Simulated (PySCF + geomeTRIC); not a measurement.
A geometry relaxed with B3LYP-D3(BJ)/def2-TZVP (PySCF + geomeTRIC), charge 0, multiplicity 1:

```xyz
8

S      1.8361    -0.5741     0.0021
H     -0.7623    -0.4277     1.5085
S      0.2336     0.8560    -0.2799
H     -1.0154    -1.1974    -0.0992
C     -0.9984    -0.2627     0.4590
O     -0.1267     0.9793    -1.7034
H     -1.9533     0.2501     0.3545
H      2.7809     0.3466    -0.2532
```

Question: Write the SMILES of this molecule.

Answer: `C[S@](=O)S`
